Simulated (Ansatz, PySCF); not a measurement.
PySCF was given this input:
```python
from pyscf import gto, scf, dft

mol = gto.Mole()
mol.atom = '''
    C    -0.00000000   -0.00000000   -0.60033820
    N     0.00000000    0.00000000    0.53266727
    H    -0.00000000   -0.00000000   -1.67488159
    H     0.00000000    0.00000000    1.54823991
'''
mol.basis = '6-311g**'
mol.charge = 1
mol.verbose = 4
mol.build()

mf = dft.RKS(mol)
mf.xc = 'pbe'
mf.grids.atom_grid = (99, 590)
mf.grids.prune = None
mf.kernel()
```

Task: Give the equivalent Ansatz (an electronic-structure program) input.

Result: One answer among several that fit: 
Ansatz 0.2 input:
```yaml
crystal:
  periodic: [false, false, false]
  atoms:
    - {symbol: C, position_ang: [-0.00000000, -0.00000000, -0.60033820]}
    - {symbol: N, position_ang: [0.00000000, 0.00000000, 0.53266727]}
    - {symbol: H, position_ang: [-0.00000000, -0.00000000, -1.67488159]}
    - {symbol: H, position_ang: [0.00000000, 0.00000000, 1.54823991]}
basis:
  gaussian:
    orbitals: 6-311G__.json
hamiltonian:
  xc: pbe
total_charge: 1
accuracy: high
```
The basis file holds 6-311G** in the JSON format of the Basis Set Exchange.

Both were run: PySCF gave -93.615137 Eh and Ansatz -93.615137 Eh, 0.000 mEh apart.
